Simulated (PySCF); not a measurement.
# One molecule, several mistakes: BFH3OSi

Calculated results; nothing here was measured. The program is PySCF 2.14.0, an open-source quantum chemistry code, run on an isolated molecule that a program drew, which may never have been made. The molecule is BFH3OSi (charge 0, doublet), drawn as the SMILES string `[BH]O[SiH2]F`.

Each row is a Hartree-Fock (HF) and frozen-core CCSD(T) single point in the cc-pV(D+d)Z basis, meant for a local HF minimum. Run 1 is clean. Each other run has one planted mistake out of seven kinds, and not every kind appears here: one electron removed, one electron added, multiplicity raised by two, geometry at a saddle point, minimal basis STO-3G, one bond length entered in bohr, all coordinates scaled. The reference is restricted for singlets and unrestricted otherwise, and also for a bond in bohr. Adding or removing an electron swaps singlet and doublet. Electrons count all cores. HOMO and LUMO are orbital energies over both spins, the gradient is its largest component, and the lowest frequency (negative if imaginary) is given only where the gradient is small. Bond lengths are over the 6 bonds as drawn. T1 is the CCSD diagnostic: over 0.02 (restricted) or 0.045 (unrestricted) a single reference is doubtful.

Geometry of the clean run:
```xyz
7
BFH3OSi, angstrom
B     1.3713    0.1406    0.5354
O     0.7030    0.3565   -0.6068
Si    0.1800   -0.5509   -1.8788
F     1.3934   -0.6953   -2.9193
H     1.7117   -0.9523    0.9184
H    -0.1846   -1.8991   -1.4331
H    -0.9053    0.1736   -2.5374
```

```
run  electrons  basis functions  <S^2>  HOMO (eV)  LUMO (eV)  gradient (hartree/bohr)  lowest frequency (cm^-1)  mean bond (Å)  longest bond (Å)      T1  HF (hartree)  CCSD(T) (hartree)               mistake
  1         39               80  0.753      -9.14       2.65                  6.6e-06                        43         1.4547             1.648  0.0150    -489.75967         -490.32627              no fault
  2         38               80  0.000     -18.14      -7.00                  1.4e-01                         -         1.4547             1.648  0.0213    -489.46224         -490.03300  one electron removed
  3         39               27  0.756      -6.26       8.39                  3.4e-02                         -         1.4547             1.648  0.0185    -483.61556         -483.77492  minimal basis STO-3G
  4         39               80  0.753      -9.34       2.50                  2.7e-02                         -         1.5056             1.705  0.0162    -489.75117         -490.32333                     ?
```

**Which mistake was planted in run 4, and what did it cost?**

The mean and the longest bond both change by the same factor, 1.035, and the gradient is no longer small. So the mistake is: all coordinates scaled. Subtracting run 1 and multiplying by 627.51 kcal/mol a hartree, the energy moved by 5.3 kcal/mol in HF and 1.8 kcal/mol in CCSD(T).

Cautions from the logs. Run 2: T1 is over the limit, so its CCSD(T) energy is less reliable.
